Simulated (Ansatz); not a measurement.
Molecule: ZrO$_{2}$, charge 0, multiplicity 3. The spin state was set by rule; other spins were not relaxed. 
Geometry from a B3LYP-D3(BJ)/def2-TZVP (Ansatz, an electronic-structure program) optimisation:
```
Zr
O 1 1.7700
O 1 1.9009 2 100.50
```
Charge 0, spin multiplicity 3.

Total electronic energies in hartree. Valence correlation only, unless marked. UHF or UKS for open shells. No spin-orbit coupling. Frozen are the shells of the preceding noble gas and the d and f shells that filled before the atom's block. In def2 rows, elements after Kr have scalar-relativistic effective core potentials. STO-3G rows are all-electron and non-relativistic. Basis-set limits of correlation are two-point, X^-3; Hartree-Fock from the larger set. The bracket is a focal-point correction in the basis named.

The T1 diagnostic of CCSD in the largest basis is 0.048, which is high, so the coupled-cluster rows are less sure than usual.

| level | program | energy (Eh) |
|---|---|---|
| HF/def2-TZVPPD | Ansatz | -196.31661 |
| RI-HF/def2-TZVPP | Ansatz | -196.31580 |
| RI-HF/def2-QZVPP | Ansatz | -196.32547 |
| RI-HF/def2-QZVPPD | Ansatz | -196.32566 |
| SVWN5/def2-TZVPD | Ansatz | ? |
| revPBE-D3(BJ)/def2-TZVPD | Ansatz + dftd3 | -197.56302 |
| B3LYP-D3(BJ)/def2-TZVPD | Ansatz + dftd3 | -197.56670 |
| PBE0-D4/def2-TZVP | Ansatz + dftd4 | -197.37127 |
| PBE0/def2-QZVPP | Ansatz | -197.38314 |
| BHLYP-D3(BJ)/def2-TZVPD | Ansatz + dftd3 | -197.37191 |
| r2SCAN0/def2-TZVPD | Ansatz | ? |
| CAM-B3LYP-D3(BJ)/def2-TZVPD | Ansatz + dftd3 | -197.45310 |
| wB97X-V/def2-TZVPD | Ansatz | ? |
| B2GP-PLYP-D3(BJ)/def2-TZVPD | Ansatz + dftd3 | -197.23318 |
| B2PLYP-D4/def2-TZVPD | Ansatz + dftd4 | -197.30268 |
| MP2/STO-3G | Ansatz | -3651.11226 |
| RI-MP2/def2-TZVPP | Ansatz | -196.86721 |
| RI-MP2/def2-QZVPP | Ansatz | -196.91590 |
| SCS-MP2/def2-SVP | Ansatz | -196.52996 |
| SCS-MP2/def2-TZVPPD | Ansatz | -196.84901 |
| CCSD(T)/def2-SVP | Ansatz | -196.56986 |
| RI-MP2/CBS(def2-TZVPPD,def2-QZVPPD)+[CCSD(T)-MP2]/def2-SVPD | Ansatz | -196.9629 |
| RI-MP2/CBS(def2-TZVPPD,def2-QZVPPD)+[CCSD(T)-MP2]/def2-TZVPPD | Ansatz | -196.9659 |

Some entries are withheld; supply them.


- SVWN5/def2-TZVPD, energy (Eh): -196.38813
- r2SCAN0/def2-TZVPD, energy (Eh): -197.42795
- wB97X-V/def2-TZVPD, energy (Eh): -197.44378
